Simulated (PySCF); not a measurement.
F₂GaH₃OSi. Atoms are numbered in the order given.

```xyz
8

Ga    -0.0142     0.7301     0.0000
F     -1.1283     2.0625     0.0000
F      1.6884     1.0975     0.0000
O     -0.6026    -0.9219     0.0000
Si    -0.0160    -2.4876     0.0000
H      0.8146    -2.7319    -1.2143
H     -1.1845    -3.4072     0.0000
H      0.8146    -2.7319     1.2143
```
Charge 0, spin multiplicity 1.

Coordinates come from a B3LYP-D3(BJ)/def2-SVP optimisation. The structure was generated by enumeration; whether it is a known compound was not checked. One conformer was computed; it need not be the lowest.

Method: HF/pcSseg-1 in PySCF.

GIAO shieldings, no solvent; atoms listed in one row are averaged. δ = σ(ref) − σ: ¹⁹F against CFCl3 (σ = 238.5 ppm); ¹⁷O against H2O (σ = 333.0 ppm); ²⁹Si against TMS (σ = 393.8 ppm); ¹H against TMS (σ = 31.99 ppm), references at their B3LYP-D3(BJ)/def2-TZVP geometries, non-relativistic.

Computed chemical shifts:
```tsv
nucleus	atoms	count	δ (ppm)
¹⁹F	F3	1	-182.8
¹⁹F	F2	1	-189.1
¹⁷O	O4	1	-15.2
²⁹Si	Si5	1	-34.6
¹H	H6, H7, H8	3	4.89
```
